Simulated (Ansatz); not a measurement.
Coupled-cluster run, C$_{2}$H$_{5}$AlFNO, SMILES `[CH3][Al]1[NH]C(F)[O]1`.

```yaml
crystal:
  periodic: [false, false, false]
  atoms:
    - {symbol: C, position_ang: [-0.206049, -0.968830, 2.056904]}
    - {symbol: Al, position_ang: [-0.076888, -0.100883, 0.341407]}
    - {symbol: N, position_ang: [0.740733, -0.123910, -1.224791]}
    - {symbol: C, position_ang: [-0.115888, 0.958981, -1.615203]}
    - {symbol: F, position_ang: [0.609803, 2.111506, -1.864477]}
    - {symbol: O, position_ang: [-0.938201, 1.152725, -0.511319]}
    - {symbol: H, position_ang: [0.750689, -1.403772, 2.356021]}
    - {symbol: H, position_ang: [-0.943978, -1.775455, 2.031208]}
    - {symbol: H, position_ang: [-0.516076, -0.262899, 2.831306]}
    - {symbol: H, position_ang: [1.460493, -0.428759, -1.852715]}
    - {symbol: H, position_ang: [-0.699235, 0.784095, -2.527741]}
basis:
  gaussian: {orbitals: def2-TZVPP}
correlation: {method: ccsd_t}
```

```sh
$ ansatz run in.yaml --threads 4 --pin off --events-out ev --progress --plain --max-ram 10444MiB
```

The program prints (abridged):

```
Functional definition: HF
1632 factors; integrals over basis functions are off by at most 1.0e-3 eV
mean field evaluation 1: about -14947.4993 eV, gradient 5.3e1 eV
mean field evaluation 2: about -14947.7561 eV, gradient 5.4e1 eV
mean field evaluation 4: about -14953.3443 eV, gradient 4.2e0 eV
mean field evaluation 8: about -14953.4246 eV, gradient 3.9e-1 eV
mean field evaluation 16: about -14953.4253 eV, gradient 1.2e-6 eV
mean field -14953.42532170 eV, -549.5282447768 hartree, gradient 1.2e-6 eV, S^2 0.000000; 0 other end points of the search recorded, 0 dependent functions left out
10 core orbitals not correlated: weight in the atoms' cores, before any rotation towards them, 1.000 or more for the frozen orbitals, at most 0.000 for the correlated occupied ones
reference -14953.42532170 eV, -549.5282447768 hartree; 17, 17 occupied and 240, 240 virtual orbitals, 1632 factors
second order -29.90469539 eV of doubles, -0.00000000 eV of singles
cycle   1  -29.78917962 eV  change    1.2e-1 eV  update   1.1e-1
cycle   2  -30.44716716 eV  change   -6.6e-1 eV  update   3.3e-2
cycle   3  -30.60224318 eV  change   -1.6e-1 eV  update   1.8e-2
cycle   4  -30.58589143 eV  change    1.6e-2 eV  update   4.4e-3
cycle   5  -30.58296038 eV  change    2.9e-3 eV  update   2.2e-3
cycle   6  -30.58421844 eV  change   -1.3e-3 eV  update   7.2e-4
cycle   7  -30.58394236 eV  change    2.8e-4 eV  update   2.6e-4
cycle   8  -30.58375834 eV  change    1.8e-4 eV  update   9.2e-5
cycle   9  -30.58376720 eV  change   -8.9e-6 eV  update   3.3e-5
perturbative correction -1.17989522 eV, -0.0433603495 hartree
Total energy: -14985.18898412 eV, -550.6955378405 hartree
```

It took 3.9 min on 4 threads of an Arm Neoverse V2 on a shared host, with 7 GiB of host memory at the peak.

MP2 recovers 94.1 % of the CCSD(T) correlation energy and the triples give 3.7 %; T1 = 0.0128.
